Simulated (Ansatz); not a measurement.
## Four-centre ligand exchange

Start structure (Si2H6F2, singlet), relaxed at PBE0-D4/def2-TZVP:

Si1  (-0.866, 0.659, -0.495)
Si2  (0.559, -1.177, -0.786)
F3  (-1.749, 0.451, 0.816)
F4  (-1.877, 0.739, -1.724)
H5  (-0.209, 1.982, -0.380)
H6  (1.139, 1.055, 2.499)
H7  (0.408, 0.965, 2.620)
H8  (-0.239, -2.425, -0.882)
H9  (1.341, -0.985, -2.036)
H10  (1.493, -1.265, 0.367)
(Å)

The step: Si₂H₄F₂ ([F][SiH]([F])[SiH3]) + H₂ → SiH₂F₂ ([F][SiH2][F]) + SiH₄; bonds formed: Si1–H7, Si2–H6; bonds broken: Si1–Si2, H6–H7. Program: Ansatz 0.2.0. Basis: def2-TZVPP and def2-QZVPP. Cores are frozen in the correlated methods. Extrapolation: Hartree–Fock as exp(−7.88 √X), correlation as X^−2.97. Energies below are by CCSD(T) at an estimated basis limit (MP2 extrapolated from triple and quadruple zeta, plus CCSD(T) − MP2 in triple zeta).

**Question.** What are the electronic barrier and the energy of the step, from the start structure to the end structure? (An estimate is asked for; the value comes from the calculation.)

**Answer.** The calculation gives: Barrier 2.597 eV; step energy -0.367 eV (downhill); reverse barrier, their difference, 2.964 eV. Barrier and step energy count from the start structure, the reverse barrier from the end structure.

The saddle point: One imaginary mode of 1266i cm⁻¹.
```
   pair  start (Å)  saddle (Å)  end (Å)
 Si1–H7       3.38        1.66     1.47
 Si2–H6       4.01        1.86     1.49
Si1–Si2       2.34        2.62     3.98
  H6–H7       0.75        1.16     2.89
```

Zero-point energy (harmonic, PBE0-D4): ZPE is 1.385 eV at the start and 1.468 eV at the saddle, so the barrier goes from 2.597 to 2.680 eV.

No T1 diagnostic of these runs exceeds 0.014.

Labels in which every atom is bracketed show which atoms are joined, not bond orders.

For scale, one of the runs: CCSD(T)/def2-TZVPP, 230 basis functions, launched by `ansatz run in.yaml --threads 4 --pin off --events-out ev --progress --plain --max-ram 9574MiB`. Time: 81 s of wall clock on 4 CPU threads of an Arm Neoverse V1; the host was shared. Peak host memory: 3.8 GiB.
